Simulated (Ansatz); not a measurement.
Isolated molecules relaxed with PBE0-D4/def2-TZVP in Ansatz; ΔE leaves out vibrations. CCSD(T)/CBS adds triple-zeta CCSD(T) − MP2 to the extrapolated MP2 energy (def2 sets, frozen cores). This one scheme is used for every species. DFT in def2-TZVPP. B3LYP here is the variant with VWN-RPA as its local correlation; programs differ in this. Each species was taken in one conformer, which may not be the lowest.

Reaction (formal exchange of groups at a C–O bond): `C=CCOB(O)O` + `C#N` → `C=CCC#N` + `OB(O)O`

`C=CCOB(O)O`:

Cartesian coordinates in Å:
```
C -2.396 -1.206 -0.860
C -1.156 -1.185 -0.394
C -0.223 -0.037 -0.558
O 0.296 0.336 0.710
B 1.513 0.934 0.826
O 1.971 1.290 2.066
O 2.282 1.180 -0.275
H -3.030 -2.078 -0.749
H -2.819 -0.350 -1.376
H -0.753 -2.048 0.130
H 0.601 -0.311 -1.227
H -0.745 0.815 -1.006
H 1.343 1.067 2.756
H 3.116 1.593 -0.042
```

`C#N`:

Cartesian coordinates in Å:
```
C 0.015 -0.006 0.020
N -0.650 0.277 -0.869
H 0.636 -0.270 0.849
```

`C=CCC#N`:

Cartesian coordinates in Å:
```
C 0.232 0.914 1.169
C -0.441 0.746 0.043
C -0.329 -0.438 -0.874
C 0.618 -1.443 -0.423
N 1.372 -2.229 -0.055
H 0.944 0.175 1.525
H 0.091 1.802 1.773
H -1.146 1.502 -0.290
H -1.308 -0.917 -0.991
H -0.033 -0.111 -1.877
```

`OB(O)O`:

Z-matrix (Å, degrees):
```
B
O 1 1.366
O 1 1.366 2 120.0
O 1 1.366 2 120.0 3 180.0
H 2 0.960 1 112.2 3 -0.0
H 3 0.960 1 112.2 2 180.0
H 4 0.960 1 112.2 2 0.0
```

Task: Is it downhill or uphill in electronic energy at CCSD(T)/CBS, and by how much? (Best estimate.)

Result: The calculation gave: Downhill: ΔE = -79.4 kJ/mol.

Task: What do these levels give: PBE-D4, r2SCAN-D4, PBE0-D4, B3LYP-D4, B2PLYP, B3LYP, HF/def2-TZVPP, MP2/def2-TZVPP, CCSD/def2-TZVPP, MP2/def2-QZVPP, SCS-MP2/def2-QZVPP, CCSD/CBS(def2)? (Estimate.)

Result: The calculation gave: PBE-D4 -84.4, r2SCAN-D4 -84.1, PBE0-D4 -87.1, B3LYP-D4 -78.5, B2PLYP -80.3, B3LYP -79.9, HF/def2-TZVPP -77.4, MP2/def2-TZVPP -85.9, CCSD/def2-TZVPP -78.2, MP2/def2-QZVPP -86.7, SCS-MP2/def2-QZVPP -81.0, CCSD/CBS(def2) -79.7 kJ/mol.

Largest T1 diagnostic among the species: 0.014.
